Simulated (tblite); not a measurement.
C6H10O2SSi.
Numbering: `[CH3:1][C:2](=[S:3])[CH2:4][C@H:5]1[O:6][CH2:7][C:8](=[O:9])[SiH2:10]1` (hydrogens: H11, H12, H13 on C1; H14, H15 on C4; H16 on C5; H17, H18 on C7; H19, H20 on Si10)

Cartesian coordinates in Å at the GFN2-xTB level; atoms count from 1:
```
atom  x, y, z in Å
C1     2.4706    0.8782   -0.2403
C2     2.0904   -0.5556   -0.2924
S3     3.1319   -1.7414    0.1023
C4     0.6739   -0.8747   -0.6362
C5    -0.2239   -0.6890    0.6123
O6    -0.3409    0.6725    1.0124
C7    -1.2760    1.4027    0.2600
C8    -2.5125    0.5693   -0.0308
O9    -3.5390    1.0246   -0.4630
Si10  -2.0431   -1.2624    0.3542
H11    3.5090    0.9944    0.0577
H12    1.8244    1.3863    0.4792
H13    2.3173    1.3508   -1.2115
H14    0.3111   -0.2293   -1.4393
H15    0.5972   -1.9164   -0.9490
H16    0.2707   -1.1782    1.4558
H17   -1.5274    2.2960    0.8362
H18   -0.8574    1.7255   -0.7069
H19   -2.6511   -1.7136    1.5990
H20   -2.2302   -2.1288   -0.8028
```

Method: GFN2-xTB as coded in tblite; computed harmonic values from a numerical Hessian at the method's own geometry, unscaled. Against measured fundamentals such values can be off by several per cent, at times by over 20. Modes of hydrogen on silicon can be 10 to 20 % off. One conformer, not necessarily the lowest.

Harmonic wavenumbers (cm⁻¹): 36.6, 42.7, 72.3, 131.1, 174.9, 185.5, 200.1, 307.6, 336.1, 367.6, 374.5, 384.9, 453.8, 472.7, 497.6, 525.3, 598.0, 606.0, 648.7, 730.2, 753.1, 777.6, 848.6, 889.0, 953.5, 975.2, 998.5, 1006.4, 1026.3, 1069.7, 1119.8, 1152.6, 1195.5, 1230.6, 1249.0, 1269.8, 1297.4, 1309.8, 1375.1, 1421.0, 1448.4, 1450.1, 1467.1, 1770.9, 2321.1, 2330.7, 2842.3, 2946.5, 2964.8, 2974.1, 2977.5, 2992.0, 2998.3, 3055.4.

A = 2229, B = 511.2, C = 448.4 MHz; mass 174.017 u (most abundant isotopes); point group C1, symmetry number 1.

Zero-point energy?

Half the sum of the wavenumbers: 31802 cm⁻¹ = 380.44 kJ/mol.

Give the ideal-gas entropy at 350 K and 1 bar in the rigid-rotor, harmonic-oscillator model (classical rotation).

Translation 176.53, rotation 130.95, vibration 178.13: S = 485.6 J/(mol K).

And Cp and H(350 K) − H(0)?

Cp = 211.88 J/(mol K), of which vibrations give 178.62 (their classical limit is 54 R = 449.0); H(350 K) − H(0) = 43.60 kJ/mol without the zero-point energy, 31.96 from vibrations.

What must be added to the electronic energy to get the Gibbs energy at 350 K and 1 bar?

ZPE + [H(350 K) − H(0)] − T·S = 380.44 + 43.60 − 169.97 = 254.07 kJ/mol.

How do the functions run with temperature in this model?

```csv
T (K),S (J/(mol K)),Cp (J/(mol K)),H − H(0) (kJ/mol),G − H(0) (kJ/mol),ln q(vib)
50,263.4,60.5,2.30,-10.87,0.95
100,313.2,86.2,5.97,-25.35,2.52
298.15,453.6,187.7,33.24,-102.01,8.81
373.15,499.5,222.1,48.63,-137.76,11.17
500,571.5,270.5,80.00,-205.77,15.09
750,694.6,335.8,156.46,-364.53,22.43
1000,797.3,377.1,245.94,-551.39,29.14
```

q(vib) and H(0) count from the zero-point level.

Hindered rotation and anharmonicity are outside this model. Other conformers, if any are populated, would add a mixing term that is left out. The structure is chiral; the term R ln 2 for an equal mix with its mirror image is left out.
